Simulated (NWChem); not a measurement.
System: GeH2ClF; SMILES [F][GeH2][Cl]

Here is an NWChem input.

```
start job
memory heap 200 mb stack 900 mb global 1100 mb
geometry units angstroms noautoz
  Ge    -0.338600     0.477829     0.000000
  F      1.125767     1.417395     0.000000
  Cl     0.240456    -1.611482     0.000000
  H     -1.084697     0.770037     1.314943
  H     -1.084697     0.770037    -1.314943
end
basis spherical
  * library 6-31g*
end
dft
  xc xwpbe 1.00 cpbe96 1.0 hfexch 1.00
  cam 0.35 cam_alpha 0.0 cam_beta 1.0
  iterations 150
  vectors input atomic output neutral.movecs
end
task dft energy
charge 1
dft
  odft
  mult 2
  vectors input atomic output cation.movecs
end
task dft energy
```

Output (shortened):

```
             Northwest Computational Chemistry Package (NWChem) 7.3.0
             --------------------------------------------------------

 CS  symmetry detected

                             Geometry "geometry" -> ""
                             -------------------------

 Output coordinates in angstroms (scale by  1.889725989 to convert to a.u.)

  No.       Tag          Charge          X              Y              Z
 ---- ---------------- ---------- -------------- -------------- --------------
    1 Ge                  32.0000    -0.37066387     0.43142179     0.00000000
    2 F                    9.0000     1.06773592     1.41027878     0.00000000
    3 Cl                  17.0000     0.26473022    -1.64145078     0.00000000
    4 H                    1.0000    -1.12439656     0.70332853     1.31494300
    5 H                    1.0000    -1.12439656     0.70332853    -1.31494300

 Effective nuclear repulsion energy (a.u.)     277.7622197532

      Symmetry information
      --------------------

 Group name             Cs
 Group number              2
 Group order               2
 No. of unique centers     4

  pbe96 is a nonlocal functional; adding pw91lda local functional.

                                 NWChem DFT Module
                                 -----------------

 Summary of "ao basis" -> "ao basis" (spherical)
 ------------------------------------------------------------------------------
       Tag                 Description            Shells   Functions and Types
 ---------------- ------------------------------  ------  ---------------------
 Ge                          6-31g*                 12       32   5s4p3d
 F                           6-31g*                  6       14   3s2p1d
 Cl                          6-31g*                  8       18   4s3p1d
 H                           6-31g*                  2        2   2s

      Symmetry analysis of basis
      --------------------------

        a'         47
        a"         21

            General Information
            -------------------
          SCF calculation type: DFT
          Wavefunction type:  closed shell.
          No. of atoms     :     5
          No. of electrons :    60
           Alpha electrons :    30
            Beta electrons :    30
          Charge           :     0
          Spin multiplicity:     1
          Use of symmetry is: on ; symmetry adaption is: on
          Maximum number of iterations: 150
          AO basis - number of functions:    68
                     number of shells:    30
          Convergence on energy requested:  1.00D-06
          Convergence on density requested:  1.00D-05
          Convergence on gradient requested:  5.00D-04

              XC Information
              --------------
                     Hartree-Fock (Exact) Exchange  1.000
                     LC-wPBE(h)Exchange Functional  1.000
            Perdew 1991 LDA Correlation Functional  1.000 local
           PerdewBurkeErnz. Correlation Functional  1.000 non-local

           Range-Separation Parameters
           ---------------------------
           Alpha           :  0.00
           Beta            :  1.00
           Gamma           :  0.35
           Short-Range HF  :     F

             Grid Information
             ----------------
          Grid used for XC integration:  medium
          Radial quadrature: Mura-Knowles
          Angular quadrature: Lebedev.
          Tag              B.-S. Rad. Rad. Pts. Rad. Cut. Ang. Pts.
          ---              ---------- --------- --------- ---------
          Ge                  1.25      112           8.0       590
          F                   0.50       49           9.0       434
          Cl                  1.00       88           9.0       590
          H                   0.35       45           9.0       434
          Grid pruning is: on
          Number of quadrature shells:   294
          Spatial weights used:  Erf1

      Superposition of Atomic Density Guess
      -------------------------------------

 Sum of atomic energies:       -2634.84081629

      Non-variational initial energy
      ------------------------------

 Total energy =   -2635.217136
 1-e energy   =   -4223.415657
 2-e energy   =    1310.436301
 HOMO         =      -0.381405
 LUMO         =       0.035723

      Symmetry analysis of molecular orbitals - initial
      -------------------------------------------------

  Numbering of irreducible representations:

     1 a'          2 a"

  Orbital symmetries:

     1 a'          2 a'          3 a'          4 a"          5 a'
     6 a'          7 a'          8 a'          9 a'         10 a"
    11 a'         12 a'         13 a"         14 a'         15 a'
    16 a'         17 a'         18 a"         19 a"         20 a'
    21 a'         22 a'         23 a'         24 a"         25 a'
    26 a'         27 a'         28 a"         29 a'         30 a"
    31 a'         32 a'         33 a'         34 a"         35 a'
    36 a"         37 a'         38 a'         39 a'         40 a"

   convergence    iter        energy       DeltaE   RMS-Dens  Diis-err
 ---------------- ----- ----------------- --------- --------- ---------
 d= 0,ls=0.0,diis     1  -2637.4193369117 -2.92D+03  1.65D-02  7.26D-01
 d= 0,ls=0.0,diis     2  -2637.4484647589 -2.91D-02  6.36D-03  7.41D-01
 d= 0,ls=0.0,diis     3  -2637.5070898265 -5.86D-02  1.24D-03  2.01D-02
 d= 0,ls=0.0,diis     4  -2637.5085684105 -1.48D-03  4.40D-04  1.13D-03
 d= 0,ls=0.0,diis     5  -2637.5087010729 -1.33D-04  9.71D-05  2.98D-05
  Resetting Diis
 d= 0,ls=0.0,diis     6  -2637.5087062946 -5.22D-06  2.66D-05  3.84D-06
 d= 0,ls=0.0,diis     7  -2637.5087068409 -5.46D-07  1.46D-05  5.09D-07
 d= 0,ls=0.0,diis     8  -2637.5087069157 -7.49D-08  4.00D-06  3.72D-07

[...]
```

Level: LC-wPBE (HJS exchange hole, range parameter 0.35 per bohr)/6-31G* (spherical d), vertical spin-unrestricted ions. All runs use the structure optimised with B3LYP/6-31G* (spherical d).
